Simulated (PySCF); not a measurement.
Geometry:
| atom | x (Å) | y (Å) | z (Å) |
| --- | --- | --- | --- |
| Si1 | -0.030 | 0.048 | -0.912 |
| C2 | 0.073 | -0.081 | 1.008 |
| F3 | -1.148 | -0.143 | 1.545 |
| F4 | 0.694 | 0.983 | 1.524 |
| F5 | 0.745 | -1.171 | 1.383 |
| Cl6 | 1.865 | 0.091 | -1.647 |
| Cl7 | -1.028 | 1.762 | -1.364 |
| Cl8 | -1.033 | -1.575 | -1.621 |

Geometry: PBE0-D3(BJ)/def2-SVP; GIAO shifts from PySCF 2.14, gas phase, non-relativistic, averaged over equivalent atoms.

At PBE0/pcSseg-1 (164 basis functions, 25 s wall time on 1 thread of an Arm Neoverse V1, shared host):
```tsv
atoms	δ (ppm)
Si1	10.6
C2	128.4
F3/F4/F5	-79.5
Cl6/Cl7/Cl8	117.2
```

References, each an isolated molecule treated in the same way: TMS for ²⁹Si (351.99 ppm), ¹³C (184.41 ppm); ¹⁹F (177.25 ppm) vs CFCl3; HCl for ³⁵Cl (943.27 ppm).

Q: What do these become at KT2/pcSseg-1?

A: 
| atoms | δ at KT2/pcSseg-1 | change |
| --- | --- | --- |
| Si1 | 6.7 | -3.9 |
| C2 | 128.7 | +0.3 |
| F3/F4/F5 | -97.5 | -18.0 |
| Cl6/Cl7/Cl8 | 143.5 | +26.3 |

References, each an isolated molecule treated in the same way: TMS for ²⁹Si (σref 361.05), ¹³C (σref 183.22); ¹⁹F (σref 138.57) against CFCl3; ³⁵Cl (σref 942.74) vs HCl.

The largest change is at Cl6/Cl7/Cl8 (chlorine bonded to Si). Cost: 164 basis functions, 21 s wall time on 1 thread of an Arm Neoverse V1, shared host.

Unscaled 19F shifts against computed CFCl3 carry errors that often reach 10 to 50 ppm.
